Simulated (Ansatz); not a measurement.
Cost and result up the ladder for the cluster HfO₄H₄ (9 atoms). Charge 0, multiplicity 1. Geometry: r2SCAN-D4/def2-SVP.

Cartesian coordinates in Å:
```
Hf 0.818 0.263 0.055
O -1.619 -1.319 -0.584
O -0.509 -1.615 0.287
O 0.530 2.145 -0.013
O -0.493 -0.638 1.345
H -2.361 -1.668 -0.052
H 2.519 0.055 0.766
H 0.899 -0.269 -1.718
H 0.217 3.048 -0.085
```

Ansatz on 4 threads of Arm Neoverse V2 on a shared host. Times are rough, and most runs start from the orbitals of an earlier one. PBE0-D4/def2-TZVP serves as the yardstick here, not as an exact answer. Binding counts from free atoms at the same level (Hf triplet, O triplet, H doublet; other spins of the atoms weren't run), without zero-point energy or a counterpoise term.

In the def2 sets Hf takes a core potential; there is no spin–orbit coupling. Correlated methods freeze 4 core orbitals; core or outer-core shells of Hf are correlated, in sets that lack core-valence functions. The structure holds 2 bonds between oxygen atoms, so isomers without such links may lie far lower. No other spin state of charge 0 was run. Another isomer (singlet) lies 4.77 eV lower at PBE0-D4/def2-TZVP; other spin states weren't run for this one.

Correlated methods converge slowly with the basis.

```csv
level,functions,binding energy per atom (eV),difference from PBE0-D4/def2-TZVP (eV),remarks
PBE-D4/def2-TZVP (with forces),188,3.61,0.22,–
PBE0-D4/def2-TZVP,188,3.39,0.00,–
r2SCAN-D4/def2-TZVP,188,3.49,0.10,–
CCSD(T)/def2-TZVP,188,3.33,-0.06,test for broken spin undecided
r2SCANh-D4/def2-TZVP,188,3.41,0.02,–
BLYP-D4/def2-TZVP,188,3.53,0.14,–
```

Estimate how long each takes.

BLYP-D4/def2-TZVP 1.5 s; PBE-D4/def2-TZVP (with forces) 1.6 s; PBE0-D4/def2-TZVP 1.7 s; r2SCAN-D4/def2-TZVP 2.8 s; r2SCANh-D4/def2-TZVP 3.1 s; CCSD(T)/def2-TZVP 80 s. On shared hardware such times vary by a factor of up to 3.
